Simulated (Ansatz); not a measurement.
Input file for Ansatz (a quantum-chemistry and plane-wave program): U-PBE/def2-TZVPP on O2 (SMILES O=O).

Ansatz 0.2 input:
```yaml
crystal:
  periodic: [false, false, false]
  atoms:
    - {symbol: O, position_ang: [0.00000000, -0.00000000, 0.60215214]}
    - {symbol: O, position_ang: [-0.00000000, 0.00000000, -0.60215214]}
basis:
  gaussian:
    orbitals: def2-TZVPP
hamiltonian:
  xc: {name: PBE}
magnetization: {spin_polarized: true, initial_magnetization: 2}
```

Output:

```
WARN ansatz: RAYON_NUM_THREADS=4 ignored (pool sized by the plan → 4); use --threads N
Functional definition: PBE
integrals: 0.01 GiB planned
302 factors; their error is unknown
mean field: 0.13 GiB planned
mean field evaluation 1: about -4087.7998 eV, gradient 1.5e1 eV
mean field evaluation 2: about -4087.8922 eV, gradient 1.4e1 eV
mean field evaluation 4: about -4088.4753 eV, gradient 3.0e-1 eV
mean field evaluation 8: about -4088.4730 eV, gradient 6.0e-3 eV
mean field -4088.47296805 eV, -150.2486103094 hartree, gradient 2.5e-5 eV, S^2 2.004275; 0 other end points of the search recorded, 0 dependent functions left out
reference -4088.47298334 eV, -150.2486108712 hartree; 9, 7 occupied and 53, 55 virtual orbitals, 302 factors
Total energy: -4088.47298334 eV, -150.2486108712 hartree
```

The run converged.

Cost: roughly 0.7 core-seconds.
